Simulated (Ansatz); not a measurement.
Results of the Gaussian-basis code of Ansatz.

A structure relaxed at PBE0-D4/def2-TZVP, charge 0, multiplicity 1:

Cartesian coordinates in Å:
```
O -1.196 -0.373 -1.247
Si 0.157 0.400 -0.670
Ga 0.350 -0.412 1.605
H -1.459 -0.189 -2.150
H 1.348 0.078 -1.516
H -0.006 1.883 -0.757
H 1.170 -1.714 1.938
H -0.363 0.328 2.796
```

(1) Give its formula and SMILES.

(2) Point group (tolerance 0.08 Å, 0.16 Å for H)?

(3) Summarise the bond lengths by kind.

Results:

(1) GaH5OSi, `O[SiH2][GaH2]`.

(2) Cs.

(3) 1 × O–Si 1.662 Å; 1 × H–O 0.959 Å; 1 × Ga–Si 2.424 Å; 2 × H–Si 1.495 Å; 2 × Ga–H 1.574 Å.
